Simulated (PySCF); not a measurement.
C2H3O3, doublet, at a GFN2-xTB geometry; DF-BLYP/6-311G** run with PySCF.

PySCF was given this input:
```python
from pyscf import gto, scf, dft

mol = gto.Mole()
mol.atom = '''
    C    -1.732400   -0.094445   -0.021139
    O    -0.503809   -0.776494   -0.174462
    C     0.558563    0.002010    0.000425
    O     1.714342   -0.404903   -0.091068
    O     0.430504    1.215688    0.273157
    H    -1.499660    0.963294    0.216534
    H    -2.292764   -0.538921    0.801899
    H    -2.292848   -0.144092   -0.955159
'''
mol.basis = '6-311g**'
mol.charge = 0
mol.spin = 1
mol.verbose = 5
mol.build()

mf = dft.UKS(mol)
mf.xc = 'blyp'
mf.grids.becke_scheme = dft.gen_grid.stratmann
mf = mf.density_fit(auxbasis='def2-universal-jkfit')
mf.kernel()
mf.analyze()
```

The log (banner, timings and long lists left out):

```
PySCF version 2.14.0

[INPUT] verbose = 5
[INPUT] max_memory = 4000
[INPUT] num. atoms = 8
[INPUT] num. electrons = 39
[INPUT] charge = 0
[INPUT] spin (= nelec alpha-beta = 2S) = 1
[INPUT] symmetry False subgroup None
[INPUT] Mole.unit = angstrom
[INPUT] Symbol           X                Y                Z      unit          X                Y                Z       unit  Magmom
[...]
[INPUT] ---------------- BASIS SET ----------------
[INPUT] l, kappa, [nprim/nctr], expnt,             c_1 c_2 ...
[INPUT] C
[...]
                                682.024           0.0152306
                                154.973           0.0761269
                                44.4553           0.260801
                                13.029            0.616462
                                1.82773           0.221006
[...]
                                4.80331           0.919999
                                1.45933           -0.00303068
[...]
                                4.80331           0.237594
                                1.45933           0.815854
[...]
[INPUT] H
[...]
                                5.09479           0.190373
                                1.15879           0.852161
[...]
[INPUT] O
[...]
                                1297.23           0.0143859
                                299.296           0.070732
                                87.3771           0.240001
                                25.6789           0.594797
                                3.74004           0.280802
[...]
                                9.62837           0.920811
                                2.85332           -0.00327447
[...]
                                9.62837           0.237153
                                2.85332           0.819702
[...]
nuclear repulsion = 177.249006202794
number of shells = 52
number of NR pGTOs = 179
number of NR cGTOs = 108
basis = 6-311g**
ecp = {}

******** <class 'pyscf.df.df_jk.DFUKS'> ********
method = DFUKS
initial guess = minao
damping factor = 0
level_shift factor = 0
DIIS = <class 'pyscf.scf.diis.CDIIS'>
diis_start_cycle = 1
diis_space = 8
diis_damp = 0
SCF conv_tol = 1e-09
SCF conv_tol_grad = None
SCF max_cycles = 50
direct_scf = False
number electrons alpha = 20  beta = 19
XC library pyscf.dft.libxc version 7.1.2
    S. Lehtola, C. Steigemann, M. J. T. Oliveira, and M. A. L. Marques,  SoftwareX 7, 1–5 (2018)
XC functionals = blyp
    A. D. Becke,  Phys. Rev. A 38, 3098 (1988)
    C. Lee, W. Yang, and R. G. Parr,  Phys. Rev. B 37, 785 (1988)
    B. Miehlich, A. Savin, H. Stoll, and H. Preuss,  Chem. Phys. Lett. 157, 200 (1989)
radial grids:
    Treutler-Ahlrichs [JCP 102, 346 (1995); DOI:10.1063/1.469408] (M4) radial grids

becke partition: Stratmann, Scuseria, Frisch. CPL, 257, 213 (1996); DOI:10.1016/0009-2614(96)00600-8
pruning grids: <function nwchem_prune>
grids dens level: 3
symmetrized grids: False
atomic radii adjust function: <function treutler_atomic_radii_adjust>
small_rho_cutoff = 0
Set gradient conv threshold to 3.16228e-05
atom C rad-grids = 75, ang-grids = [ 50  50  50  50  50  50  50  50  50  50  50  50  50  50  50  50  50  50
  50  50  50  50  86  86  86  86  86  86  86  86  86  86 266 266 266 266
 266 266 302 302 302 302 302 302 302 302 302 302 302 302 302 302 302 302
 302 302 302 302 266 266 266 266 266 266 266 266 266 266 266 266 266 266
 266 266 266]
atom O rad-grids = 75, ang-grids = [ 50  50  50  50  50  50  50  50  50  50  50  50  50  50  50  50  50  50
  50  50  50  50  50  86  86  86  86  86  86  86  86  86 266 266 266 266
 266 266 266 302 302 302 302 302 302 302 302 302 302 302 302 302 302 302
 302 302 302 302 302 266 266 266 266 266 266 266 266 266 266 266 266 266
 266 266 266]
atom H rad-grids = 50, ang-grids = [ 50  50  50  50  50  50  50  50  50  50  50  50  50  50  50  86  86  86
  86 266 266 266 266 266 302 302 302 302 302 302 302 302 302 302 302 302
 302 266 266 266 266 266 266 266 266 266 266 266 266 266]
[...]
converged SCF energy = -303.663140839267  <S^2> = 0.75303996  2S+1 = 2.0030377
Total Energy =                        -303.663140839266930
[...]
spin_pop of  1 O 3px       0.00007
spin_pop of  1 O 3py       0.00005
spin_pop of  1 O 3pz      -0.00004
spin_pop of  1 O 4px      -0.00001
spin_pop of  1 O 4py      -0.00000
spin_pop of  1 O 4pz      -0.00001
spin_pop of  1 O 3dxy      0.00003
spin_pop of  1 O 3dyz     -0.00000
spin_pop of  1 O 3dz^2     0.00000
spin_pop of  1 O 3dxz      0.00000
spin_pop of  1 O 3dx2-y2    0.00000
spin_pop of  2 C 1s        0.00000
spin_pop of  2 C 2s       -0.00692
spin_pop of  2 C 3s       -0.00018
spin_pop of  2 C 4s       -0.00001
spin_pop of  2 C 2px      -0.01038
spin_pop of  2 C 2py      -0.01146
spin_pop of  2 C 2pz      -0.01571
spin_pop of  2 C 3px       0.00011
spin_pop of  2 C 3py       0.00048
spin_pop of  2 C 3pz       0.00009
spin_pop of  2 C 4px       0.00004
spin_pop of  2 C 4py       0.00004
spin_pop of  2 C 4pz       0.00000
spin_pop of  2 C 3dxy     -0.00062
spin_pop of  2 C 3dyz     -0.00009
spin_pop of  2 C 3dz^2    -0.00001
spin_pop of  2 C 3dxz     -0.00015
spin_pop of  2 C 3dx2-y2    0.00088
spin_pop of  3 O 1s       -0.00000
spin_pop of  3 O 2s        0.00576
spin_pop of  3 O 3s       -0.00024
spin_pop of  3 O 4s       -0.00000
spin_pop of  3 O 2px       0.01017
spin_pop of  3 O 2py       0.45638
spin_pop of  3 O 2pz       0.03353
spin_pop of  3 O 3px       0.00011
spin_pop of  3 O 3py       0.00018
spin_pop of  3 O 3pz       0.00002
spin_pop of  3 O 4px       0.00002
spin_pop of  3 O 4py       0.00003
spin_pop of  3 O 4pz       0.00000
spin_pop of  3 O 3dxy      0.00040
spin_pop of  3 O 3dyz      0.00002
spin_pop of  3 O 3dz^2     0.00006
spin_pop of  3 O 3dxz      0.00003
spin_pop of  3 O 3dx2-y2   -0.00006
spin_pop of  4 O 1s       -0.00000
spin_pop of  4 O 2s        0.00570
spin_pop of  4 O 3s       -0.00023
spin_pop of  4 O 4s       -0.00000
spin_pop of  4 O 2px       0.48504
spin_pop of  4 O 2py       0.01386
spin_pop of  4 O 2pz       0.01035
spin_pop of  4 O 3px       0.00002
spin_pop of  4 O 3py       0.00013
spin_pop of  4 O 3pz      -0.00004
spin_pop of  4 O 4px       0.00001
spin_pop of  4 O 4py       0.00003
spin_pop of  4 O 4pz      -0.00000
spin_pop of  4 O 3dxy      0.00029
spin_pop of  4 O 3dyz      0.00003
spin_pop of  4 O 3dz^2     0.00006
spin_pop of  4 O 3dxz      0.00001
spin_pop of  4 O 3dx2-y2    0.00006
spin_pop of  5 H 1s       -0.00346
spin_pop of  5 H 2s        0.00044
spin_pop of  5 H 3s        0.00018
spin_pop of  5 H 2px       0.00004
spin_pop of  5 H 2py       0.00004
spin_pop of  5 H 2pz      -0.00000
spin_pop of  6 H 1s        0.00176
spin_pop of  6 H 2s        0.00003
spin_pop of  6 H 3s        0.00001
spin_pop of  6 H 2px      -0.00000
spin_pop of  6 H 2py      -0.00000
spin_pop of  6 H 2pz       0.00001
spin_pop of  7 H 1s        0.00176
spin_pop of  7 H 2s        0.00003
spin_pop of  7 H 3s        0.00001
spin_pop of  7 H 2px      -0.00000
spin_pop of  7 H 2py       0.00000
spin_pop of  7 H 2pz       0.00000
 ** Mulliken Spin Density (per atom)  **
spin density of  0 C =      0.02814
spin density of  1 O =     -0.00673
spin density of  2 C =     -0.04391
spin density of  3 O =      0.50639
spin density of  4 O =      0.51530
spin density of  5 H =     -0.00278
spin density of  6 H =      0.00179
spin density of  7 H =      0.00179
 ** Mulliken pop alpha/beta on meta-lowdin orthogonal AOs **
 ** Mulliken pop       alpha | beta **
In total            20.00000 | 19.00000
 ** Mulliken atomic charges   ( Nelec_alpha | Nelec_beta ) **
charge of  0C =     -0.11865  (     3.07340      3.04526 )
charge of  1O =     -0.30767  (     4.15047      4.15720 )
charge of  2C =      0.62267  (     2.66671      2.71062 )
charge of  3O =     -0.27357  (     4.38998      3.88359 )
charge of  4O =     -0.31118  (     4.41324      3.89794 )
charge of  5H =      0.13082  (     0.43320      0.43598 )
charge of  6H =      0.12879  (     0.43650      0.43471 )
charge of  7H =      0.12880  (     0.43650      0.43471 )
Dipole moment(X, Y, Z, Debye): -3.09696, -0.18471, -0.04138
```
